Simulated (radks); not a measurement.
Task: The mean radii <r> (bohr) of the occupied orbitals of an atom or ion are listed with their occupations. All-electron calculation, scalar-relativistic Kohn-Sham, r2SCAN, spin-unpolarised, spherical densities, finite nucleus; meta-GGA in the generalised Kohn-Sham scheme; Fermi nuclear charge, rms radius of each element as measured or else 0.836 A^(1/3) + 0.57 fm. Program: a radial shooting solver on a logarithmic mesh with Libxc functionals.

| orbital | occ. | <r> |
|---|---|---|
| 1s | 2 | 0.05620 |
| 2s | 2 | 0.2550 |
| 2p | 6 | 0.2248 |
| 3s | 2 | 0.7731 |
| 3p | 6 | 0.8161 |
| 3d | 7 | 1.068 |
| 4s | 2 | 2.893 |

Name the element and its charge.

Result: Z = 27, cobalt, charge 0: Co in [Ar] 3d7 4s2. The 1s radius gives Z: for a bare nucleus <r> = (2 gamma + 1)/(2Z) with gamma = sqrt(1 - (Z/c)^2), 0.05483 bohr for Z = 27, and screening makes it slightly larger (0.05620 here). The occupations add up to 27, and the charge is Z minus that.
